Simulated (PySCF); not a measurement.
Continuum solvent and chemical shifts

Mapped SMILES: `[CH3:1][c:2]1[cH:3][cH:4][c:5]([C:6]#[O+:7])[c:8]([CH3:9])[cH:10]1`. Each H is labelled by its parent atom.

GIAO PBE0/pcSseg-1 in PySCF 2.14 on one PBE0-D3(BJ)/def2-SVP conformer, non-relativistic, equivalent nuclei averaged. Solvents enter as an IEF-PCM continuum (dichloromethane with ε = 8.9, dimethylsulfoxide with ε = 46.8) around the gas-phase geometry. Shifts are referred to TMS computed in the same medium.

Gas phase, δ in ppm: C2 177.3, C6 173.2, C8 166.1, C4 145.9, C10 141.2, C3 138.3, C5 80.3, C1 28.2, C9 24.6, H(C4) 8.37, H(C3) 7.98, H(C10) 7.96, H(C1) 3.08, H(C9) 3.05. Dipole moment 0.22 D.

Task: How does each δ change in the continuum?

Result: 
```json
{"atoms": "C2", "environment": "substituted aromatic carbon", "Δδ, dichloromethane": "-0.6", "Δδ, dimethylsulfoxide": "-1.0"}
{"atoms": "C6", "environment": "acylium carbon", "Δδ, dichloromethane": "+1.4", "Δδ, dimethylsulfoxide": "+1.4"}
{"atoms": "C8", "environment": "substituted aromatic carbon", "Δδ, dichloromethane": "+1.4", "Δδ, dimethylsulfoxide": "+1.7"}
{"atoms": "C4", "environment": "aromatic CH", "Δδ, dichloromethane": "+4.5", "Δδ, dimethylsulfoxide": "+5.1"}
{"atoms": "C10", "environment": "aromatic CH", "Δδ, dichloromethane": "+0.3", "Δδ, dimethylsulfoxide": "+0.3"}
{"atoms": "C3", "environment": "aromatic CH", "Δδ, dichloromethane": "-0.3", "Δδ, dimethylsulfoxide": "-0.3"}
{"atoms": "C5", "environment": "substituted aromatic carbon", "Δδ, dichloromethane": "+2.4", "Δδ, dimethylsulfoxide": "+3.0"}
{"atoms": "C1", "environment": "methyl carbon on an aromatic ring", "Δδ, dichloromethane": "-0.3", "Δδ, dimethylsulfoxide": "-0.4"}
{"atoms": "C9", "environment": "methyl carbon on an aromatic ring", "Δδ, dichloromethane": "-0.2", "Δδ, dimethylsulfoxide": "-0.1"}
{"atoms": "H(C4)", "environment": "hydrogen on an aromatic CH", "Δδ, dichloromethane": "+0.32", "Δδ, dimethylsulfoxide": "+0.37"}
{"atoms": "H(C3)", "environment": "hydrogen on an aromatic CH", "Δδ, dichloromethane": "0.00", "Δδ, dimethylsulfoxide": "0.00"}
{"atoms": "H(C10)", "environment": "hydrogen on an aromatic CH", "Δδ, dichloromethane": "+0.05", "Δδ, dimethylsulfoxide": "+0.06"}
{"atoms": "H(C1)", "environment": "hydrogen on a methyl carbon on an aromatic ring", "Δδ, dichloromethane": "-0.13", "Δδ, dimethylsulfoxide": "-0.15"}
{"atoms": "H(C9)", "environment": "hydrogen on a methyl carbon on an aromatic ring", "Δδ, dichloromethane": "-0.03", "Δδ, dimethylsulfoxide": "-0.03"}
```

Changes are relative to the gas phase. The dipole moment becomes 0.84 D in dichloromethane, 0.97 D in dimethylsulfoxide.

Task: Which nuclei move most (in ppm), and what does the model miss?

Result: C4 (aromatic CH, +5.1 ppm) in dimethylsulfoxide. A continuum only polarises the solute; specific hydrogen bonds, the anisotropy of aromatic solvents and changes of geometry or conformer are outside it, as are counter-ions.
